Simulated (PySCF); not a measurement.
## Deuteron quadrupole couplings in `CS[Si@@H]1[SiH2][SiH2][SiH2][Si@@H]1O`

CH12OSSi5.
Z-matrix (Å and degrees, GFN2-xTB geometry), rows numbered from 1:
```
C 
S   1  1.8101
Si  2  2.1898  1  100.57
Si  3  2.3438  2  107.79  1   -66.45
Si  4  2.3425  3  105.99  2   -92.34
Si  5  2.3417  4  108.26  3   -12.65
Si  6  2.3395  5  108.06  4     4.33
O   7  1.6283  3  111.66  2   -22.69
H   1  1.0863  2  109.53  3    65.76
H   1  1.0864  2  109.47  3   -55.47
H   1  1.0854  2  107.12  3  -174.74
H   3  1.4714  2  100.46  1    56.30
H   4  1.4686  3  107.72  2   146.80
H   4  1.4707  3  113.51  2    33.36
H   5  1.4695  4  110.30  3   110.67
H   5  1.4689  4  110.20  3  -136.25
H   6  1.4701  5  109.81  4  -116.67
H   6  1.4697  5  110.82  4   129.85
H   7  1.4648  3  111.70  2  -135.00
H   8  0.9529  7  122.30  3    26.37
```

Level: PBE0/pcSseg-1 (PySCF, non-relativistic); Q(2H) = 0.00286 b; rigid geometry, the same for H and D, with no vibrational averaging.

**Question.** Rank these positions by the coupling χzz of a deuteron there, largest first.
A. H19 (Si–H hydrogen)
B. H10 (methyl hydrogen)
C. H20 (hydroxyl hydrogen)

**Answer.** C (342 kHz), B (210 kHz), A (109 kHz).

**Question.** Tabulate Vzz, the asymmetry η and χzz = 234.96 MHz × Q × Vzz for every hydrogen position.

**Answer.** 
```json
{"atom": "H9", "bonded to": "C1", "bond length (Å)": "1.086", "Vzz (au)": "0.3120", "η": "0.04", "χzz (kHz)": "210"}
{"atom": "H10", "bonded to": "C1", "bond length (Å)": "1.086", "Vzz (au)": "0.3125", "η": "0.04", "χzz (kHz)": "210"}
{"atom": "H11", "bonded to": "C1", "bond length (Å)": "1.085", "Vzz (au)": "0.3165", "η": "0.04", "χzz (kHz)": "213"}
{"atom": "H12", "bonded to": "Si3", "bond length (Å)": "1.471", "Vzz (au)": "0.1606", "η": "0.03", "χzz (kHz)": "108"}
{"atom": "H13", "bonded to": "Si4", "bond length (Å)": "1.469", "Vzz (au)": "0.1638", "η": "0.01", "χzz (kHz)": "110"}
{"atom": "H14", "bonded to": "Si4", "bond length (Å)": "1.471", "Vzz (au)": "0.1626", "η": "0.01", "χzz (kHz)": "109"}
{"atom": "H15", "bonded to": "Si5", "bond length (Å)": "1.469", "Vzz (au)": "0.1629", "η": "0.00", "χzz (kHz)": "109"}
{"atom": "H16", "bonded to": "Si5", "bond length (Å)": "1.469", "Vzz (au)": "0.1634", "η": "0.00", "χzz (kHz)": "110"}
{"atom": "H17", "bonded to": "Si6", "bond length (Å)": "1.470", "Vzz (au)": "0.1626", "η": "0.01", "χzz (kHz)": "109"}
{"atom": "H18", "bonded to": "Si6", "bond length (Å)": "1.470", "Vzz (au)": "0.1629", "η": "0.00", "χzz (kHz)": "110"}
{"atom": "H19", "bonded to": "Si7", "bond length (Å)": "1.465", "Vzz (au)": "0.1617", "η": "0.03", "χzz (kHz)": "109"}
{"atom": "H20", "bonded to": "O8", "bond length (Å)": "0.953", "Vzz (au)": "0.5084", "η": "0.07", "χzz (kHz)": "342"}
```

**Question.** Average by the element that carries the hydrogen.

**Answer.** on C: 211 kHz over 3 positions, mean bond length 1.086 Å; on Si: 109 kHz over 8 positions, mean bond length 1.469 Å; on O: 342 kHz over 1 position, mean bond length 0.953 Å.

Geometry: GFN2-xTB, one conformer, isolated molecule. GFN2-xTB bond lengths can be off by several hundredths of an ångström, more for odd bonds, and the gradients follow them. With a basis this small, the couplings can be 20 % off.
